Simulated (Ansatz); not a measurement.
**Nudged elastic band run: CH7BN2**

Input:

```yaml
crystal:
  periodic: [false, false, false]
  atoms:
    - { symbol: C, position_ang: [-0.696429, 1.171106, -0.163339] }
    - { symbol: B, position_ang: [0.107891, -0.18504, 0.034324] }
    - { symbol: "N", position_ang: [0.09064, -0.842929, 1.289664] }
    - { symbol: "N", position_ang: [0.843361, -0.722846, -1.053966] }
    - { symbol: H, position_ang: [-1.394174, 1.098065, -1.014181] }
    - { symbol: H, position_ang: [-1.283075, 1.462245, 0.721532] }
    - { symbol: H, position_ang: [-0.008111, 2.002588, -0.389812] }
    - { symbol: H, position_ang: [0.581837, -1.703417, 1.487703] }
    - { symbol: H, position_ang: [-0.427411, -0.483166, 2.076919] }
    - { symbol: H, position_ang: [0.867874, -0.278107, -1.959068] }
    - { symbol: H, position_ang: [1.382896, -1.5755, -1.009176] }
basis:
  gaussian: { orbitals: def2-SVP }
hamiltonian:
  xc: pbe0
  dispersion: d4
neb:
  order_check: false
  images: 5
  f_tol: 0.05
  max_iterations: 60
  initial_path: idpp
  optimiser: lbfgs
  climbing: immediate
  final_atoms:
    - { symbol: C, position_ang: [-0.69272576, 1.17239779, -0.16610839] }
    - { symbol: B, position_ang: [0.12691873, -0.17413421, 0.03193464] }
    - { symbol: "N", position_ang: [0.01193456, -0.89072757, 1.25075701] }
    - { symbol: "N", position_ang: [0.94552678, -0.66118323, -1.01851875] }
    - { symbol: H, position_ang: [-0.79534297, 1.73977678, 0.77267982] }
    - { symbol: H, position_ang: [-0.23594021, 1.84293696, -0.91086991] }
    - { symbol: H, position_ang: [-1.71454435, 0.94729432, -0.51718561] }
    - { symbol: H, position_ang: [0.4721338, -1.7702101, 1.43838445] }
    - { symbol: H, position_ang: [-0.563954, -0.56742815, 2.01322143] }
    - { symbol: H, position_ang: [1.04261774, -0.17125432, -1.89484457] }
    - { symbol: H, position_ang: [1.46867468, -1.52446928, -0.9788501] }
```

Command:

```bash
$ ansatz run input.yaml --threads 1 --pin off --max-ram 2048MiB --backend cpu --events-out ev --progress --plain --runs-dir out
```

Output, in part (warnings, iteration lines, the closing report on the highest movable image, with atoms numbered from 0):

```
NEB end point (image 0): max|allowed force component| = 1.017e-2 eV/Å (the criterion of neb.relax_end_points is 1.000e-2)
NEB end point (image 6): max|allowed force component| = 4.286e-3 eV/Å (the criterion of neb.relax_end_points is 1.000e-2)
NEB iter   1: max|band force component| = 6.655e-1 eV/Å  barrier→ = 0.0885 eV  barrier← = 0.0890 eV  CI = image 3  Δτ_max = 0.0115 Å  (166 SCF iters)
NEB iter   2: max|band force component| = 5.830e-1 eV/Å  barrier→ = 0.0643 eV  barrier← = 0.0647 eV  CI = image 3  Δτ_max = 0.0219 Å  (114 SCF iters)
NEB iter   3: max|band force component| = 4.210e-1 eV/Å  barrier→ = 0.0410 eV  barrier← = 0.0415 eV  CI = image 3  Δτ_max = 0.0418 Å  (122 SCF iters)
NEB iter   4: max|band force component| = 6.197e-1 eV/Å  barrier→ = 0.0244 eV  barrier← = 0.0249 eV  CI = image 3  Δτ_max = 0.0116 Å  (118 SCF iters)
NEB iter   5: max|band force component| = 5.063e-1 eV/Å  barrier→ = 0.0167 eV  barrier← = 0.0172 eV  CI = image 3  Δτ_max = 0.0042 Å  (120 SCF iters)
NEB iter   6: max|band force component| = 1.814e-1 eV/Å  barrier→ = 0.0123 eV  barrier← = 0.0128 eV  CI = image 3  Δτ_max = 0.0027 Å  (113 SCF iters)
NEB iter   7: max|band force component| = 1.578e-1 eV/Å  barrier→ = 0.0107 eV  barrier← = 0.0112 eV  CI = image 3  Δτ_max = 0.0092 Å  (98 SCF iters)
NEB iter   8: max|band force component| = 1.334e-1 eV/Å  barrier→ = 0.0080 eV  barrier← = 0.0085 eV  CI = image 3  Δτ_max = 0.0109 Å  (114 SCF iters)
NEB iter   9: max|band force component| = 1.524e-1 eV/Å  barrier→ = 0.0059 eV  barrier← = 0.0064 eV  CI = image 3  Δτ_max = 0.0026 Å  (113 SCF iters)
NEB iter  10: max|band force component| = 1.312e-1 eV/Å  barrier→ = 0.0052 eV  barrier← = 0.0057 eV  CI = image 3  Δτ_max = 0.0009 Å  (99 SCF iters)
NEB iter  11: max|band force component| = 8.070e-2 eV/Å  barrier→ = 0.0047 eV  barrier← = 0.0052 eV  CI = image 3  Δτ_max = 0.0060 Å  (88 SCF iters)
NEB iter  12: max|band force component| = 6.190e-2 eV/Å  barrier→ = 0.0037 eV  barrier← = 0.0042 eV  CI = image 3  Δτ_max = 0.0047 Å  (99 SCF iters)
NEB iter  13: max|band force component| = 8.361e-2 eV/Å  barrier→ = 0.0032 eV  barrier← = 0.0037 eV  CI = image 3  Δτ_max = 0.0012 Å  (91 SCF iters)
NEB iter  14: max|band force component| = 5.439e-2 eV/Å  barrier→ = 0.0029 eV  barrier← = 0.0034 eV  CI = image 3  Δτ_max = 0.0012 Å  (90 SCF iters)
NEB iter  15: max|band force component| = 5.954e-2 eV/Å  barrier→ = 0.0027 eV  barrier← = 0.0032 eV  CI = image 3  Δτ_max = 0.0010 Å  (88 SCF iters)
NEB iter  16: max|band force component| = 4.953e-2 eV/Å  barrier→ = 0.0025 eV  barrier← = 0.0030 eV  CI = image 3  Δτ_max = 0.0266 Å  (88 SCF iters)
NEB iter  17: max|band force component| = 4.271e-2 eV/Å  barrier→ = 0.0020 eV  barrier← = 0.0025 eV  CI = image 4  Δτ_max = 0.0253 Å  (24 SCF iters)
NEB iter  18: max|band force component| = 5.882e-2 eV/Å  barrier→ = 0.0015 eV  barrier← = 0.0020 eV  CI = image 2  Δτ_max = 0.0198 Å  (23 SCF iters)
NEB iter  19: max|band force component| = 2.483e-2 eV/Å  barrier→ = 0.0001 eV  barrier← = 0.0006 eV  CI = image 2  Δτ_max = 0.0000 Å  (240 SCF iters)
Total energy: -4801.01217668 eV, -176.4339432501 hartree
Atom 0 at    -0.672670     1.185575    -0.170694 Å, force    -0.008207    -0.000909     0.006696 eV/Å
Atom 1 at     0.117912    -0.176821     0.028658 Å, force     0.022575    -0.002528    -0.003742 eV/Å
Atom 2 at    -0.322308    -1.102538     1.010438 Å, force     0.000190     0.009470    -0.012899 eV/Å
Atom 3 at     1.247588    -0.466534    -0.777747 Å, force    -0.004713    -0.024952     0.012454 eV/Å
Atom 4 at    -1.659483     0.995587    -0.625108 Å, force    -0.012598     0.002178    -0.003765 eV/Å
Atom 5 at    -0.859355     1.686303     0.793080 Å, force    -0.006886     0.008825     0.007437 eV/Å
Atom 6 at    -0.145819     1.901512    -0.819454 Å, force     0.007499     0.006293    -0.006984 eV/Å
Atom 7 at     0.114165    -1.997400     1.179836 Å, force    -0.001768    -0.007447     0.007970 eV/Å
Atom 8 at    -1.123036    -0.927770     1.598641 Å, force     0.003453     0.004740    -0.005504 eV/Å
Atom 9 at     1.587533     0.167205    -1.485091 Å, force    -0.015901     0.005858     0.011288 eV/Å
Atom 10 at     1.780772    -1.322120    -0.711960 Å, force     0.016355    -0.001530    -0.012949 eV/Å
Dipole moment:     0.116509    -0.232136     0.024747 e Å
```

It converged. The band force fell under the threshold earlier too, but the program's further tests of the path sent the band on. The top lies less than 8 meV above the higher end, about what the thresholds resolve: that end is a shoulder or a very shallow well. The order of the stationary point at the top wasn't checked.

Final band (atoms are numbered from 1 in the order of the input):

| image | path coordinate (Å) | energy (eV) | dihedral H6–C1–B2–N3 (°) |
| --- | --- | --- | --- |
| 0 | 0.00 | 0.000 | -4 |
| 1 | 0.75 | 0.000 | 22 |
| 2 | 1.49 | 0.000 | 48 |
| 3 | 2.24 | 0.000 | 74 |
| 4 | 2.98 | 0.000 | 102 |
| 5 | 3.72 | 0.000 | 129 |
| 6 | 4.46 | 0.000 | 156 |

The run took 4.5 min on 1 thread of Arm Neoverse V1, with other jobs on the host, peak memory 0.17 GiB.
